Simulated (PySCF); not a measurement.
NMR data simulated for an unnamed compound:

1H NMR (300 MHz, computed): δ 5.68 (t, J = 2.7 Hz, 1H), 4.18 (s, 3H), 1.77 (d, J = 2.7 Hz, 2H).

13C{1H} NMR (computed): δ 160.6 (C), 141.7 (C), 83.6 (CH), 56.3 (CH3), 15.9 (CH2).

All values are calculated (PySCF): shieldings: GIAO PBE0/pcSseg-1, J couplings at B3LYP/pcJ-1 (without the spin–dipole term), GFN2-xTB geometry. One averaged value for each set of equivalent atoms, isolated molecule, one computed conformer, non-relativistic Hamiltonian.

Chemical shifts δ = σref − σ; 1H and 13C vs TMS, all at this level.

Question: Which of these does the molecule contain: a three-membered ring, a vinyl group CH=CH2, a non-aromatic C=C double bond, a ketone, a methoxy group, a carboxylic acid?

Answer: 
- A three-membered ring: yes.
- A vinyl group CH=CH2: no.
- A non-aromatic C=C double bond: yes.
- A ketone: no.
- A methoxy group: yes (δC 56.3; δH 4.18 (s)).
- A carboxylic acid: no.

The data belong to SMILES COC(=O)OC1=CC1, C$_{5}$H$_{6}$O$_{3}$; they needn't prove each group on their own.

Carbon signals by region: 1 in the far downfield region (above 160 ppm), 1 in the sp2 and nitrile region (100–160 ppm), 2 at 50–100 ppm, 1 below 50 ppm. Above 160 ppm: 160.6, carbonate carbon.

Splittings below 1 Hz are ignored in the labels, and close J values are merged. Unscaled 3J(H,H) at this level run about 10 % above measured values. Shifts are as computed. Against solution values, carbons near 30 ppm lie about +3 ppm off and those near 130 ppm about +5 ppm. Of 1309 compounds with measured shifts, 239 miss one by over three times the rms of a fit or turn the order of signals round; such compounds aren't used in these exercises.
